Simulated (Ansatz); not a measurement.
`C[S][InH2]` + HI → `[InH2][I]` + CH₃SH at 600 K and 1 bar (ligand exchange at the In–S bond).

Gas-phase electronic energies from Ansatz, PBE0-D4/def2-TZVP geometries. CBS: MP2 limit from def2 TZ/QZ plus the TZ coupled-cluster correction, frozen cores. This one scheme is used for every species. def2 core potentials past Kr. For I, In outer-core shells are correlated without core-valence functions, which leaves a few kJ/mol of doubt a bond.

| species | CCSD(T)/CBS energy (Eh) | H − E (kJ/mol) | S (J/(mol·K)) |
| --- | --- | --- | --- |
| `C[S][InH2]` | -628.65181 | 183.5 | 409.5 |
| HI | -298.03592 | 31.6 | 227.0 |
| `[InH2][I]` | -488.48444 | 64.6 | 338.9 |
| CH₃SH | -438.22835 | 152.3 | 296.8 |

H − E and S are ideal-gas, rigid-rotor, harmonic terms from PBE0-D4/def2-TZVP. 1 Eh = 2625.50 kJ/mol, R = 8.31446 J/(mol·K).

Problem. By hand: ΔE, ΔH, ΔS and ΔG.

Solution. ΔE = (-488.48444) + (-438.22835) − (-628.65181) − (-298.03592) = -0.02506 Eh = -65.8 kJ/mol. Δ(H − E) = 64.6 + 152.3 − 183.5 − 31.6 = 1.8, so ΔH = -64.0 kJ/mol. ΔS = 338.9 + 296.8 − 409.5 − 227.0 = -0.8 J/(mol·K). ΔG = -64.0 − 600 × (-0.8)/1000 = -63.5 kJ/mol.

Problem. By hand: the equilibrium constant, and the temperature at which ΔG would vanish if ΔH and ΔS stayed fixed.

Solution. log₁₀ K = −ΔG/(RT ln 10) = 5.5. ΔG = 0 at ΔH/ΔS = 80000 K, far beyond where these terms or the molecules hold.

The number of gas molecules stays the same, so ΔS is small and ΔH decides. A doubt of 5 kJ/mol in ΔE shifts log₁₀ K by 0.4 here. Modes under 60 cm⁻¹, often nearly free rotors, make the harmonic entropy too high. These are equilibria of isolated gas molecules and say nothing of rates. Largest T1 diagnostic: 0.014 (customary marks: 0.02 for closed shells, 0.045 for open ones).
